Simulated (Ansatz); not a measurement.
C4H14NNbO4, SMILES `C[O][Nb]([OH])([OH])([O]C)[N](C)C`, 24 atoms. Charge 0, multiplicity 1. Correlated methods include outer-core shells of Nb, which these sets cover unevenly. Nb: def2 effective core potential. All runs use 4 threads of an AMD EPYC 7R13 on a shared host and a share of an NVIDIA H100 80 GB. Correlated methods freeze the cores.

Question: How many basis functions does each run have, and how long does it take in Ansatz? RKS ωB97M-V/def2-SVP energy; RHF-MP2/def2-TZVPP energy; RKS ωB97M-V/def2-QZVPP energy; RKS r2SCAN-D4/def2-TZVPP energy and forces; RHF-MP2/def2-QZVPP energy; RKS PBE0-D4/def2-TZVP relaxation (31 steps); RKS BLYP-D4/def2-TZVPP energy; RKS PBE0-D4/def2-QZVPP energy; RKS HSE06 (plane-wave form)-D4/def2-TZVPP energy; RKS PBE-QIDH (frozen core)/def2-TZVPP energy; RKS PBE0-D4/def2-SVP energy; RHF-CCSD(T)/def2-SVP energy. (An estimate is asked.)

Answer: Ansatz gave: Other jobs shared the machine, so times are rough.

```json
{"level": "RKS PBE0-D4/def2-SVP", "job": "energy", "functions": "227", "wall time": "1.9 s", "peak host memory (GiB)": "0.87"}
{"level": "RHF-MP2/def2-TZVPP", "job": "energy", "functions": "531", "wall time": "2.4 s", "peak host memory (GiB)": "1.1"}
{"level": "RKS ωB97M-V/def2-SVP", "job": "energy", "functions": "227", "wall time": "3.1 s", "peak host memory (GiB)": "1"}
{"level": "RKS BLYP-D4/def2-TZVPP", "job": "energy", "functions": "531", "wall time": "3.7 s", "peak host memory (GiB)": "1.1"}
{"level": "RKS PBE-QIDH (frozen core)/def2-TZVPP", "job": "energy", "functions": "531", "wall time": "6 s", "peak host memory (GiB)": "3"}
{"level": "RKS r2SCAN-D4/def2-TZVPP", "job": "energy and forces", "functions": "531", "wall time": "6 s", "peak host memory (GiB)": "1.2"}
{"level": "RKS PBE0-D4/def2-QZVPP", "job": "energy", "functions": "1014", "wall time": "7 s", "peak host memory (GiB)": "1.6"}
{"level": "RHF-MP2/def2-QZVPP", "job": "energy", "functions": "1014", "wall time": "7 s", "peak host memory (GiB)": "1.8"}
{"level": "RKS HSE06 (plane-wave form)-D4/def2-TZVPP", "job": "energy", "functions": "531", "wall time": "7.5 s", "peak host memory (GiB)": "1.1"}
{"level": "RHF-CCSD(T)/def2-SVP", "job": "energy", "functions": "227", "wall time": "11 s", "peak host memory (GiB)": "0.81"}
{"level": "RKS ωB97M-V/def2-QZVPP", "job": "energy", "functions": "1014", "wall time": "12 s", "peak host memory (GiB)": "1.8"}
{"level": "RKS PBE0-D4/def2-TZVP", "job": "relaxation (31 steps)", "functions": "403", "wall time": "91 s", "peak host memory (GiB)": "1.1"}
```
